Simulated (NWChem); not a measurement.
A calculation on H3B

```xyz
4

B      0.0000     0.0000     0.0000
H      0.0000     0.0000     1.2044
H     -1.0430     0.0000    -0.6022
H      1.0430     0.0000    -0.6022
```
Charge 0, spin multiplicity 1.

Program: NWChem. Structure: optimised with B3LYP/def2-SVP, a minimum by its harmonic frequencies.

Static limit. This basis has no diffuse functions, which lowers polarisabilities.

The Pople sets run with spherical d functions. The structure started from a generated list of species.

Give the polarisability tensor in bohr³ at PBE/6-31G* (spherical d), in the frame of the coordinates, and its isotropic mean.


```
16.27   0.00   0.00
 0.00   8.33   0.00
 0.00   0.00  16.27
```
Mean (one third of the trace): 13.62 bohr³.
